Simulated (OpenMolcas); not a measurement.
## Computed levels of C+

```
Program             : OpenMolcas
Method              : MS-RASPT2, IPEA 0.25 Eh, imaginary shift 0.1 Eh (closed shells correlated: 1s)
Basis               : ANO-RCC-VQZP [5s4p3d2f1g]
Scalar Hamiltonian  : DKH2, point nucleus
Active space        : 3 electrons in 9 orbitals (RAS2 2s 2p; RAS3 3d, at most 2 electrons)
State averaging     : 2S+1 = 4 odd, 1 root; 2S+1 = 2 odd, 11 roots; 2S+1 = 4 even, 3 roots; 2S+1 = 2 even, 9 roots
Spin-orbit coupling : RASSI with atomic mean-field integrals over the reference wave functions, term energies averaged over their components
```

With spin-orbit coupling, above the lowest level:

| Configuration | Term | J | E (cm-1) | Measured (cm-1) | g | Term weight % |
| --- | --- | --- | --- | --- | --- | --- |
| 2s2 2p | 2P* | 1/2 | 0.0 | 0.0 | 0.666 | 100 |
| 2s2 2p | 2P* | 3/2 | 57.3 | 63.4 | 1.334 | 100 |
| 2s 2p2 | 4P | 1/2 | 42420 | 43003 | 2.671 | 100 |
| 2s 2p2 | 4P | 3/2 | 42440 | 43025 | 1.735 | 100 |
| 2s 2p2 | 4P | 5/2 | 42480 | 43054 | 1.601 | 100 |
| 2s 2p2 | 2D | 3/2 | 74750 | 74933 | 0.800 | 100 |
| 2s 2p2 | 2D | 5/2 | 74750 | 74930 | 1.200 | 100 |
| 2s 2p2 | 2S | 1/2 | 98440 | 96494 | 2.002 | 100 |
| 2s 2p2 | 2P | 1/2 | 111070 | 110624 | 0.666 | 100 |
| 2s 2p2 | 2P | 3/2 | 111110 | 110666 | 1.334 | 100 |
| 2p3 | 4S* | 3/2 | 141460 | 142027 | 2.002 | 100 |
| 2p3 | 2D* | 3/2 | 150400 | 150467 | 0.800 | 100 |
| 2p3 | 2D* | 5/2 | 150410 | 150462 | 1.200 | 100 |
| 2p3 | 2P* | 1/2 | 172230 | 168730 | 0.666 | 100 |
| 2p3 | 2P* | 3/2 | 172240 | 168748 | 1.334 | 100 |

Against the 14 measured excited levels shown (NIST Handbook of Basic Atomic Spectroscopic Data) the mean absolute deviation is 900 cm-1; the largest miss in energy is 2p3 2P* 1/2: computed 172230, measured 168730 cm-1 (+2.1 %), and the largest in proportion 2s2 2p 2P* 3/2 (-9.6 %).

Spin-orbit coupling puts the lowest level 38.2 cm-1 below the lowest spin-free term.

CASPT2 does not keep the components of a term degenerate, so their means are used; among the terms shown or strongly mixed into the levels shown the widest spread is 14 cm-1 (2s 2p2 2D). Active for correlation alone: 3d; no level in the range computed is led by a configuration that fills it, so any true level of that kind is missing. Measured partners are found by configuration, term and J. A level has none where our copy of the source lacks it or the pairing is in doubt (some pairs that miss far off the trend of their configuration count as doubtful), and it then counts in no deviation. Levels of configurations outside the active space are missing. The first state left out of the spin-orbit step lies near 320000 cm-1 above the lowest spin-free state of the reference (among the parities and spins computed), and the list stops at four fifths of that energy or lower.

The term weight is that of the spin-free term in the level, not the purity of its configuration. * marks odd parity.
